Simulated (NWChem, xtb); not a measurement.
**A ladder of methods for SnF2 (SMILES [F][Sn][F])**

The species is SnF2 (3 atoms), meant as a singlet with charge 0. SMILES: `[F][Sn][F]`. Geometry: a GFN2-xTB relaxation, a rough one for these elements and not checked as a minimum.

```xyz
3

Sn    0.0053   -0.0076   -0.8651
F     1.6183   -0.0212    0.4431
F    -1.6236    0.0288    0.4221
```

Quantity: the dipole moment, in D. The values are calculated.

```csv
level,kind,program,value (D),CPU time
GFN0-xTB,semi-empirical,xtb,6.36,under 2 s
GFN1-xTB,semi-empirical,xtb,7.40,under 2 s
GFN2-xTB,semi-empirical,xtb,6.75,under 2 s
HF/STO-3G,Hartree–Fock,NWChem,1.12,2.6 s
HF/3-21G,Hartree–Fock,NWChem,3.78,2.4 s
HF/def2-SVP (core potential),Hartree–Fock,NWChem,4.71,4 s
PBE/3-21G,GGA,NWChem,2.28,3.9 s
r2SCAN/3-21G,meta-GGA,NWChem,2.53,4.7 s
B3LYP/def2-SVP (core potential),global hybrid,NWChem,4.01,5.7 s
PBE0/def2-SVP (core potential),global hybrid,NWChem,4.07,5.8 s
```

All-electron rows without a relativistic Hamiltonian named are non-relativistic, while core potentials hold scalar relativity, so basis and relativity change together. The values span 1.12 to 7.40 D. Magnitudes only. Sets without polarisation functions give poor dipoles. CPU times are rough (shared hosts, several kinds of processor and program).
